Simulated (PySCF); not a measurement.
Species: C3H5SSi (charge -1).
Structure used (PBE0-D3(BJ)/def2-SVP), in Å, numbered top down from 1:
```
atom  x, y, z in Å
C1    -1.6525    1.3780    0.3185
C2    -1.3830    0.1547    0.2726
C3    -0.9705   -1.2331    0.2002
S4     0.8601   -1.3119   -0.1699
Si5    1.1961    0.8142   -0.2712
H6    -1.4758   -1.8026   -0.6013
H7    -1.1224   -1.7887    1.1437
H8     2.6886    0.6841   -0.5805
H9     1.1889    1.5877    1.0017
H10    0.6763    1.5520   -1.4563
```

Computed with PySCF at PBE0/pcSseg-1, non-relativistic, on one gas-phase PBE0-D3(BJ)/def2-SVP geometry that isn't relaxed in the solvent. The solvent is an IEF-PCM continuum (van der Waals radii × 1.2). Specific hydrogen bonds and non-electrostatic terms are outside this model.

Gas phase at PBE0/pcSseg-1: HOMO -1.68 eV, LUMO 4.12 eV.

Task: What does the continuum do to the energy and the frontier levels at PBE0/pcSseg-1 in cyclohexane and water?

Result: 
| solvent | ε | E(solvent) − E(gas) (kcal/mol) | polarisation term (kcal/mol) | distortion of the solute (kcal/mol) | HOMO (eV) | LUMO (eV) |
| --- | --- | --- | --- | --- | --- | --- |
| cyclohexane | 2.017 | -27.94 | -28.42 | 0.48 | -3.96 | 2.11 |
| water | 78.36 | -57.77 | -61.16 | 3.39 | -6.25 | 0.23 |

The polarisation term is half the interaction of the solute with the surface charges that it induces; the rest is the cost of distorting the solute's density. The sum is the electrostatic part of solvation alone. From cyclohexane to water the lowering changes by a factor 2.07, Born's factor 1 − 1/ε by 1.96 and ε itself by 38.9.

Task: Which radius a makes Born's formula ΔE = −(q²/2a)(1 − 1/ε) give the value in water?

Result: a = q²(1 − 1/ε)/(2|ΔE|) = 2.84 Å, with q = -1 e and |ΔE| = 0.0921 Eh; the farthest nucleus lies 2.83 Å from the centroid of the nuclei. The formula assumes a point charge at the centre of a sphere.

Task: Which IAO charges (PBE0/pcSseg-1) respond most in cyclohexane (means over atoms taken as equivalent)?

Result: 
| atoms | environment | gas (e) | solvent (e) | change |
| --- | --- | --- | --- | --- |
| C1 | carbon bonded to C | -0.497 | -0.540 | -0.043 |
| H6/H7 | methylene hydrogen | +0.137 | +0.150 | +0.013 |
| C2 | carbon bonded to 2 C | -0.308 | -0.296 | +0.012 |
| C3 | sp3 carbon bound to sulfur | -0.313 | -0.320 | -0.007 |
| S4 | sulfur bonded to C and Si | -0.265 | -0.261 | +0.004 |
| H8/H9/H10 | Si–H hydrogen | -0.143 | -0.139 | +0.004 |

Task: How do the nuclear quadrupole coupling constants eQVzz/h respond in cyclohexane?

Result: 
| nucleus | Q (barn) | gas (MHz) | solvent (MHz) | η gas | η solvent |
| --- | --- | --- | --- | --- | --- |
| 33S at S4 | -0.06781 | 34.30 | 34.48 | 0.96 | 0.94 |

On one thread of an Arm Neoverse N1, no GPU, shared host with 64 logical CPUs at a one-minute load of 60, this took 14 s wall and 0.65 GiB of memory at its peak. This is the whole shielding run at PBE0/pcSseg-1 in water, SCF included.
